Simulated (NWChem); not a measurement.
HSF$_{2}$ cation; SMILES F[SH+]F

```xyz
4

F     -0.4891    -0.0220    -1.2029
S      0.4827    -0.0317     0.0000
F     -0.4891    -0.0220     1.2029
H      0.7424     1.3230     0.0000
```
Atoms are numbered in this order, from 1.

All runs use the structure optimised with PBE0/def2-SVP.

Question: Give the principal values of the shielding tensors (ppm) of F1, S2 from BHandHLYP/pcSseg-1, GIAO (NWChem), with their diamagnetic and paramagnetic parts as GIAO splits them.

Answer: 
| atom | σ11 | σ22 | σ33 | isotropic | diamagnetic | paramagnetic |
|---|---|---|---|---|---|---|
| F1 | 12.1 | 260.2 | 547.3 | 273.2 | 470.1 | -196.9 |
| S2 | -295.8 | -72.3 | 57.5 | -103.5 | 1046.3 | -1149.8 |
